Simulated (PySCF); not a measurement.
BClH5NO2Si, SMILES OB(O)N[SiH2]Cl. Atoms are numbered in the order given.

```xyz
11

Si    -0.6572     0.8326     0.0000
Cl     0.4122     2.6107     0.0000
N      0.5297    -0.4314     0.0000
B      0.1715    -1.8127     0.0000
O      1.1536    -2.7729     0.0000
O     -1.1859    -2.0705     0.0000
H     -1.5084     0.8270     1.2158
H     -1.5084     0.8270    -1.2158
H      1.5137    -0.1869     0.0000
H      0.8390    -3.6809     0.0000
H     -1.4483    -2.9942     0.0000
```

Geometry optimised at ωB97X-D3(BJ)/def2-SVP. The structure was generated by enumeration, and PubChem lists no compound with its InChIKey, so it may never have been made. Other conformers were not sampled.

The numbers are results of HF/pcSseg-1 in PySCF, not measurements.

GIAO shieldings, no solvent; atoms listed in one row are averaged. δ = σ(ref) − σ: ²⁹Si against TMS (σ = 393.8 ppm); ³⁵Cl against HCl (σ = 958.2 ppm); ¹⁵N against NH3 (σ = 267.3 ppm); ¹¹B against BF3 (σ = 102.7 ppm); ¹⁷O against H2O (σ = 333.0 ppm); ¹H against TMS (σ = 31.99 ppm), references at their B3LYP-D3(BJ)/def2-TZVP geometries, non-relativistic (without spin–orbit terms, shifts of atoms bonded to Cl or Br come out too high).

Computed chemical shifts:
| nucleus | atoms | count | δ (ppm) |
|---|---|---|---|
| ²⁹Si | Si1 | 1 | -21.0 |
| ³⁵Cl | Cl2 | 1 | -50.2 |
| ¹⁵N | N3 | 1 | 44.5 |
| ¹¹B | B4 | 1 | 11.4 |
| ¹⁷O | O5 | 1 | 69.2 |
| ¹⁷O | O6 | 1 | 66.3 |
| ¹H | H7, H8 | 2 | 5.13 |
| ¹H | H10, H11 | 2 | 2.85 |
| ¹H | H9 | 1 | 2.10 |
